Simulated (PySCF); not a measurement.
Sn(F)(Cl)2(OH) (Cl₂FHOSn), SMILES [OH][Sn]([F])([Cl])[Cl].

The structure is a stationary point at B3LYP-D3(BJ)/def2-SVP. The def2 effective core potentials stand for the cores of Sn; spin–orbit coupling is left out. Other conformers were not sampled.

The numbers are results of B3LYP/def2-TZVP (PySCF), not measurements.

Symmetry labels are those of the subgroup Cs that the program uses (full group Cs).

Computed valence orbital energies around the gap with their symmetry:
```json
[
 {"orbital": "HOMO−7", "symmetry": "A'", "energy (eV)": "-11.58"},
 {"orbital": "HOMO−6", "symmetry": "A\"", "energy (eV)": "-10.91"},
 {"orbital": "HOMO−5", "symmetry": "A'", "energy (eV)": "-10.54"},
 {"orbital": "HOMO−4", "symmetry": "A'", "energy (eV)": "-9.83"},
 {"orbital": "HOMO−3", "symmetry": "A\"", "energy (eV)": "-9.76"},
 {"orbital": "HOMO−2", "symmetry": "A'", "energy (eV)": "-9.74"},
 {"orbital": "HOMO−1", "symmetry": "A\"", "energy (eV)": "-9.58"},
 {"orbital": "HOMO", "symmetry": "A\"", "energy (eV)": "-9.47"},
 {"orbital": "LUMO", "symmetry": "A'", "energy (eV)": "-3.61"},
 {"orbital": "LUMO+1", "symmetry": "A'", "energy (eV)": "-0.47"},
 {"orbital": "LUMO+2", "symmetry": "A'", "energy (eV)": "-0.28"},
 {"orbital": "LUMO+3", "symmetry": "A\"", "energy (eV)": "0.16"}
]
```
